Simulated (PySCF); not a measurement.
Job file and geometry (Å, from GFN2-xTB) of an NMR shielding run on SMILES [H]/N=C\c1ccccc1SC, C8H9NS, GIAO PBE0/pcSseg-1 NMR shielding, non-relativistic, gas phase (PySCF); density fitting, a coarse starting grid and PySCF grid level 2 are the driver's defaults:

```
{"job": {"kind": "nmr", "xc": "PBE0", "basis": "pcSseg-1"}, "charge": 0, "multiplicity": 1}
C      2.737892     0.142442     0.485509
S      2.030085    -0.506154    -1.063376
C      0.310617    -0.616257    -0.594991
C     -0.275342    -1.870636    -0.545758
C     -1.599340    -2.005801    -0.166403
C     -2.338041    -0.885260     0.179088
C     -1.755877     0.366667     0.124999
C     -0.431154     0.525876    -0.278393
C      0.154931     1.867532    -0.401806
N     -0.138027     2.912417     0.234784
H      3.804121     0.240578     0.309969
H      2.306564     1.110094     0.722670
H      2.554611    -0.569748     1.284919
H      0.315381    -2.735840    -0.805812
H     -2.051208    -2.985727    -0.134517
H     -3.368751    -0.987873     0.484264
H     -2.340648     1.244253     0.365312
H      0.942446     1.963577    -1.146617
H     -0.868065     2.799109     0.938698
```

Question: What does the program print?

Answer: 
```
coarse grid: 16960 points
cycle   1  E = -762.4422800444  dE =  1.663e+00  |g| = 4.387e-01  |ddm| = 4.453e+00
cycle   2  E = -762.4065770238  dE =  3.570e-02  |g| = 6.168e-01  |ddm| = 1.267e+00
cycle   3  E = -762.4871435518  dE = -8.057e-02  |g| = 1.415e-01  |ddm| = 7.567e-01
cycle   4  E = -762.4918802683  dE = -4.737e-03  |g| = 4.063e-02  |ddm| = 2.231e-01
cycle   5  E = -762.4922592138  dE = -3.789e-04  |g| = 1.430e-02  |ddm| = 8.212e-02
cycle   6  E = -762.4923071940  dE = -4.798e-05  |g| = 4.190e-03  |ddm| = 2.147e-02
cycle   7  E = -762.4923112370  dE = -4.043e-06  |g| = 1.557e-03  |ddm| = 5.417e-03
final grid: 160752 points
cycle   8  E = -762.5520883118  dE = -4.077e-05  |g| = 1.036e-02  |ddm| = 5.659e-02
cycle   9  E = -762.5520757538  dE =  1.256e-05  |g| = 1.249e-02  |ddm| = 2.625e-02
cycle  10  E = -762.5521154597  dE = -3.971e-05  |g| = 1.273e-03  |ddm| = 1.492e-02
cycle  11  E = -762.5521158445  dE = -3.848e-07  |g| = 5.282e-04  |ddm| = 2.116e-03
cycle  12  E = -762.5521159134  dE = -6.884e-08  |g| = 1.221e-04  |ddm| = 8.571e-04
cycle  13  E = -762.5521159165  dE = -3.109e-09  |g| = 3.851e-05  |ddm| = 1.608e-04
cycle  14  E = -762.5521159167  dE = -2.688e-10  |g| = 1.792e-05  |ddm| = 5.650e-05
converged SCF energy = -762.5521159167

GIAO shielding tensors (ppm)
atom      isotropic    diamagn.    paramagn.     s11        s22        s33       span
  0 C      160.624     250.866     -90.242    139.902    155.910    186.060     46.158
  1 S      515.828    1056.972    -541.144    378.223    435.009    734.251    356.028
  2 C       40.193     259.813    -219.620    -42.419      9.452    153.545    195.963
  3 C       45.516     250.781    -205.265    -58.359     40.345    154.563    212.922
  4 C       50.790     254.852    -204.063    -58.865     35.804    175.430    234.295
  5 C       52.555     254.035    -201.479    -57.256     36.634    178.289    235.544
  6 C       55.151     251.434    -196.283    -50.935     37.694    178.694    229.629
  7 C       45.003     260.684    -215.682    -48.589     16.327    167.271    215.860
  8 C       13.451     248.869    -235.419    -99.124     17.400    122.076    221.200
  9 N      -87.777     323.654    -411.432   -425.947    -93.968    256.583    682.530
 10 H       29.749      28.469       1.281     24.928     26.069     38.252     13.324
 11 H       29.209      30.837      -1.627     22.590     30.022     35.016     12.427
 12 H       29.532      30.489      -0.957     24.538     27.906     36.153     11.615
 13 H       23.687      32.192      -8.506     19.496     22.606     28.958      9.462
 14 H       24.071      29.944      -5.874     20.619     24.644     26.948      6.329
 15 H       23.997      30.012      -6.015     20.478     24.712     26.802      6.324
 16 H       24.056      33.368      -9.312     20.179     23.792     28.197      8.018
 17 H       22.382      29.734      -7.353     18.464     20.674     28.007      9.542
 18 H       20.028      35.832     -15.804      9.866     23.149     27.069     17.204
```

Size and cost of the density-fitted run: 222 basis functions, 83 s wall time on 1 thread of an x86-64 server CPU, shared host.
